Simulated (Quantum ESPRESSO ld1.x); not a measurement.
The numbers below are computed, except where a source is named.
Charge is removed step by step from the 4d level of Au3+, starting from [Xe] 4f14 5d8. Code: ld1.x of Quantum ESPRESSO 7.5. Model: scalar-relativistic Kohn-Sham, revPBE, spin-unpolarised, spherical densities, point nucleus.

removed (e),E - E(0) (eV),eigenvalue (eV),E minus straight line (eV)
0,0.000,-362.45,0.000
0.25,91.408,-369.78,-2.798
0.5,184.66,-377.23,-3.750
0.75,279.79,-384.79,-2.827
1,376.82,-392.46,0.000

Removing the whole electron costs 376.82 eV by Delta-SCF, against 362.45 eV from minus the eigenvalue at the starting occupation. Slater's transition state (half an electron removed) gives 377.23 eV. Integrating minus the eigenvalue over the occupation (Janak's theorem) gives 377.30 eV. In this scalar-relativistic scheme the density is built from large components alone, so the theorem holds only approximately. The mean slope of the eigenvalue, de/dn, is 30.0 eV per electron.
